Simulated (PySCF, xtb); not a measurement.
Al(F)(Cl)(OH) (AlClFHO), SMILES [OH][Al]([F])[Cl].

GFN2-xTB (xtb) at its own geometry gives an orbital gap of 4.77 eV and a dipole moment of 2.13 D.

Geometry optimised at PBE0-D3(BJ)/def2-SVP. The values are those of a single conformer.

### Question
What does PySCF with PBE/def2-TZVPD give? (Estimate from the structure and the level; the computed values follow.)

### Answer
gap 6.00 eV (levels -8.15 and -2.15 eV), dipole 1.61 D.
